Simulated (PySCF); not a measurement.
Species: `O=C([C@@H](C=C)CC)Cl`. The columns A, B, C and D hold Mulliken, IAO, Hirshfeld and ESP-fitted charges (e) of one PBE0/pcSseg-1 density (PySCF), in a shuffled order. Coordinates in Å (GFN2-xTB); the density's dipole moment is (0.40, 1.49, 2.65) D.

| atom | x | y | z | A | B | C | D |
| --- | --- | --- | --- | --- | --- | --- | --- |
| C1 | -1.877 | 1.938 | 0.050 | -0.091 | -0.110 | -0.305 | -0.387 |
| C2 | -1.473 | 0.687 | 0.149 | -0.042 | -0.155 | -0.136 | -0.197 |
| C3 | -0.119 | 0.207 | -0.303 | -0.030 | -0.347 | -0.155 | +0.074 |
| C4 | 0.637 | -0.461 | 0.856 | -0.067 | -0.206 | -0.248 | +0.021 |
| C5 | 2.054 | -0.850 | 0.454 | -0.117 | -0.256 | -0.421 | -0.346 |
| C6 | -0.308 | -0.728 | -1.461 | +0.190 | +0.338 | +0.368 | +0.452 |
| O7 | 0.024 | -0.565 | -2.586 | -0.200 | -0.283 | -0.343 | -0.392 |
| Cl8 | -1.178 | -2.209 | -1.025 | -0.038 | -0.122 | -0.102 | -0.156 |
| H9 | -1.258 | 2.705 | -0.385 | +0.050 | +0.117 | +0.150 | +0.175 |
| H10 | -2.846 | 2.249 | 0.402 | +0.053 | +0.125 | +0.160 | +0.187 |
| H11 | -2.107 | -0.073 | 0.584 | +0.039 | +0.124 | +0.154 | +0.130 |
| H12 | 0.463 | 1.054 | -0.682 | +0.053 | +0.143 | +0.158 | +0.083 |
| H13 | 0.669 | 0.245 | 1.689 | +0.044 | +0.135 | +0.146 | +0.044 |
| H14 | 0.087 | -1.345 | 1.182 | +0.029 | +0.134 | +0.144 | +0.020 |
| H15 | 2.573 | -1.299 | 1.297 | +0.047 | +0.125 | +0.149 | +0.110 |
| H16 | 2.614 | 0.025 | 0.132 | +0.042 | +0.114 | +0.141 | +0.088 |
| H17 | 2.039 | -1.567 | -0.363 | +0.036 | +0.125 | +0.142 | +0.093 |

Problem. Which column most likely holds the ESP-fitted charges?

Solution. D. Σ q r misses the density's dipole by 0.07 D (D), 0.53 D (C), 0.53 D (B), 1.45 D (A). Charges fitted to the outside potential are the only set here that is tied to the molecule's multipoles.

Problem. And the Hirshfeld charges?

Solution. A. The mean sizes are 0.069 e (A), 0.174 e (D), 0.174 e (B), 0.201 e (C), and Hirshfeld charges are commonly the smallest of these schemes.

As computed, A = Hirshfeld, B = Mulliken, C = IAO, D = ESP-fitted. Hydrogens on carbon: Hirshfeld +0.03 to +0.05, Mulliken +0.11 to +0.14, IAO +0.14 to +0.16, ESP-fitted +0.02 to +0.19 e.

The Mulliken scheme gives each basis function's population to the atom it is centred on and halves the overlap population of two atoms between them. The ESP scheme is a least-squares fit of atom-centred charges to the potential on four shells outside the van der Waals surface, with the total charge fixed.

The structure is a single GFN2-xTB conformer in the gas phase; no vibrational or solvent corrections.

The run behind these numbers computed NMR shieldings as well. The run took 28 s on one thread, Arm Neoverse V1 (aarch64), no GPU, on a shared host, and the process peaked at 0.89 GiB of memory.

Conformer computed: `[CH2:1]=[CH:2][C@@H:3]([CH2:4][CH3:5])[C:6](=[O:7])[Cl:8]`: C1–C2–C3–C4 123°, C2–C3–C4–C5 -175°, C2–C3–C6–O7 114°.
